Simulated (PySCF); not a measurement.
SMILES [Cl][Ge]([Cl])(/[CH]=C/[SiH](Cl)Cl)[Cl] (PBE0/def2-SVP optimised geometry):

```
12

Si    -1.111     1.643    -0.957
Cl    -0.456     2.633    -2.637
Cl    -3.167     1.587    -0.974
C     -0.454    -0.099    -0.980
C      0.331    -0.567     0.000
Ge     1.025    -2.367     0.000
Cl     0.383    -3.442     1.737
Cl     0.344    -3.414    -1.741
Cl     3.167    -2.367     0.000
H     -0.648     2.367     0.252
H     -0.720    -0.756    -1.820
H      0.619     0.056     0.857
```

Level of theory: PySCF with PBE0/def2-TZVP.

Q: What are the frontier orbital energies and the dipole moment?

A: HOMO-2 -9.38 eV, HOMO-1 -9.12 eV, HOMO -8.99 eV, LUMO -2.18 eV, LUMO+1 -1.49 eV; dipole moment 1.41 D.

Meta-Löwdin charges at PBE0/def2-TZVP: Si1 0.85, Cl2 -0.27, Cl3 -0.27, C4 -0.33, C5 -0.30, Ge6 0.93, Cl7 -0.27, Cl8 -0.27, Cl9 -0.27, H10 -0.09, H11 0.15, H12 0.14.
